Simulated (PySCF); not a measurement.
PySCF 2.14 output of an unrestricted r2SCANh calculation on a single atom or ion in aug-cc-pVTZ-PP with ECP10MDF (6s6p5d3f2g, 88 functions), with scalar relativity through the core potential:

```
SCF conv_tol = 1e-09
number electrons alpha = 10  beta = 9
    M. Bursch, H. Neugebauer, S. Ehlert, and S. Grimme.,  J. Chem. Phys. 156, 134105 (2022)
cycle= 1 E= -197.150169167539  delta_E= 0.00563  |g|= 0.365  |ddm|= 0.331
cycle= 2 E= -197.025183420185  delta_E= 0.125  |g|=    1  |ddm|= 0.348
cycle= 3 E= -197.172990367679  delta_E= -0.148  |g|= 0.0741  |ddm|= 0.233
cycle= 4 E= -197.174096837695  delta_E= -0.00111  |g|= 0.00729  |ddm|= 0.0296
cycle= 5 E= -197.174106112364  delta_E= -9.27e-06  |g|= 0.000493  |ddm|= 0.00429
cycle= 6 E= -197.174106254041  delta_E= -1.42e-07  |g|= 0.00021  |ddm|= 0.00109
cycle= 7 E= -197.174106262355  delta_E= -8.31e-09  |g|= 3.01e-05  |ddm|= 8.6e-05
cycle= 8 E= -197.174106262553  delta_E= -1.98e-10  |g|= 2.68e-07  |ddm|= 2.65e-05
converged SCF energy = -197.174106262553  <S^2> = 0.75380637  2S+1 = 2.0038028
```

The run itself started from symmetry-adapted Hartree-Fock orbitals and held the occupation by maximum overlap, on a logarithmic radial grid, so the iterations belong to that start.

Problem. Which element, charge and spin multiplicity is this?

Solution. Cu (copper, neutral), multiplicity 2; the state was [Ar] 3d10 4s1, 2S determinant.

Energies and moments cover only the electrons outside the core potential.
